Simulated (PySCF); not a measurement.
Estimate the missing entries of this data sheet.

Species: C4H2F3O (charge +1).
SMILES: `FC(F)(F)O[c+]1cc1`

Conformer (atom-mapped SMILES and torsion angles): `[F:1][C:2]([F:3])([F:4])[O:5][c+:6]1[cH:7][cH:8]1`: F1–C2–O5–C6 -117°, C2–O5–C6–C7 179°.

| property | level | value |
| --- | --- | --- |
| rotational constants A, B, C | PBE0-D3(BJ)/def2-SVP | ? |
| HOMO energy | B3LYP/def2-SVPD | ? |
| LUMO energy | B3LYP/def2-SVPD | ? |
| lowest singlet excitation | TDDFT B3LYP/def2-SVPD | 6.76 eV (183 nm, f = 0.000) |
| static isotropic polarisability | B3LYP/def2-SVPD | ? |
| electronic spatial extent ⟨r²⟩ about the centre of nuclear charge | B3LYP/def2-SVPD | ? |

The electronic properties come from PySCF, for the isolated species, density fitting. Geometry: PBE0-D3(BJ)/def2-SVP, one conformer, isolated ion.

(1) The LUMO energy?

(2) The static isotropic polarisability?

(3) The rotational constants A, B, C?

(4) The HOMO energy?

(5) What is the electronic spatial extent ⟨r²⟩ about the centre of nuclear charge?

Answers

(1) -7.78 eV.

(2) 44.6 au.

(3) 4.841, 1.411, 1.346 GHz.

(4) -16.01 eV.

(5) 837 bohr².

With B = h/(8π²I), that is 505.379 GHz u Å² over I, the principal moments of inertia are 104.4, 358.3 and 375.3 u Å² (most abundant isotopes); the inertial defect Ic − Ia − Ib is -87.4 u Å² (zero for a rigid planar frame, negative otherwise). The rotational constants make it an asymmetric top with κ = (2B − A − C)/(A − C) = -0.96, nearer the prolate limit (−1). No computed singlet falls in the visible range (750 to 380 nm, 1.65 to 3.26 eV); S1 lies 3.50 eV above its blue end. The 6 singlets span 6.76 to 8.71 eV, and their oscillator strengths add up to 0.35. The polarisability is 6.61 Å³ as a volume (1 au = 0.148185 Å³), or 0.74 au for each of the 60 electrons. The principal polarisabilities are 32.3, 42.5 and 59.0 au; their mean is the isotropic value.
